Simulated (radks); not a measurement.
Initial-state core-level shifts of the cadmium ion Cd3+ when its valence configuration changes from [Kr] 4d9. Calculated with a radial shooting solver on a logarithmic mesh with Libxc functionals: scalar-relativistic Kohn-Sham, BLYP, spin-polarised, spherical densities, point nucleus; open shells are filled with parallel spins first (spin-orbit coupling, left out, can overturn this in heavy ions). Shifts are changes of the shell-averaged eigenvalues in eV (positive: less bound).

| valence | 2s | 2p | 3s | 3p |
|---|---|---|---|---|
| 4d8 5s1 | -6.662 | -6.642 | -6.415 | -6.416 |
| 4d8.5 5p0.5 | -3.937 | -3.924 | -3.833 | -3.833 |
| 4d7 5s2 | -13.786 | -13.746 | -13.228 | -13.230 |
| 4d7.5 5p1.5 | -12.010 | -11.971 | -11.648 | -11.647 |
| 4d8 5p1 | -7.943 | -7.917 | -7.718 | -7.718 |
| 4d8.5 5s0.5 | -3.287 | -3.277 | -3.172 | -3.173 |
| 4d7 5p2 | -16.138 | -16.084 | -15.620 | -15.620 |
